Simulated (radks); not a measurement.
All-electron atom: Tc I in [Kr] 4d5 5s2 (the NIST ground configuration).

Method: scalar-relativistic Kohn-Sham, PBE, spin-unpolarised, spherical densities, finite nucleus; Fermi nuclear charge, rms radius 4.4112 fm; computed with a radial shooting solver on a logarithmic mesh with Libxc functionals.

Energy parts (eV):
total: -116615.151
kinetic: 120410.451
electron-nucleus: -281038.195
Hartree: 47501.203
exchange-correlation: -3488.610

Orbitals (lengths in bohr, moments of r in powers of bohr; r(max) is where P^2 peaks; r(90%) holds 90 % of the orbital's charge):
| orbital | occ. | eigenvalue (eV) | <r> | r(90%) | r(max) |
|---|---|---|---|---|---|
| 1s | 2 | -20868.00 | 0.03428 | 0.0614 | 0.02228 |
| 2s | 2 | -2977.309 | 0.1496 | 0.231 | 0.1262 |
| 2p | 6 | -2664.685 | 0.1304 | 0.212 | 0.1008 |
| 3s | 2 | -518.6236 | 0.4154 | 0.613 | 0.3723 |
| 3p | 6 | -415.9841 | 0.4163 | 0.628 | 0.3657 |
| 3d | 10 | -249.8859 | 0.3990 | 0.636 | 0.3115 |
| 4s | 2 | -73.3772 | 1.058 | 1.54 | 0.9492 |
| 4p | 6 | -45.3432 | 1.172 | 1.74 | 1.023 |
| 4d | 5 | -6.6623 | 1.723 | 2.80 | 1.270 |
| 5s | 2 | -5.0431 | 3.300 | 4.95 | 2.737 |

The highest occupied level is 5s at -5.043 eV. For comparison, the ionisation energy in NIST's Atomic Spectra Database is 7.119 eV (measured). In exact Kohn-Sham theory the highest level is minus the ionisation energy, but local and semilocal functionals leave it too shallow, through self-interaction and a potential that decays too fast; potentials with the right tail come closer. The density falls to 0.001 e/bohr^3 at r = 4.75 bohr.

Beside tabulated values, note that spin-unpolarised runs miss the spin-polarisation part of the exchange energy of open shells.
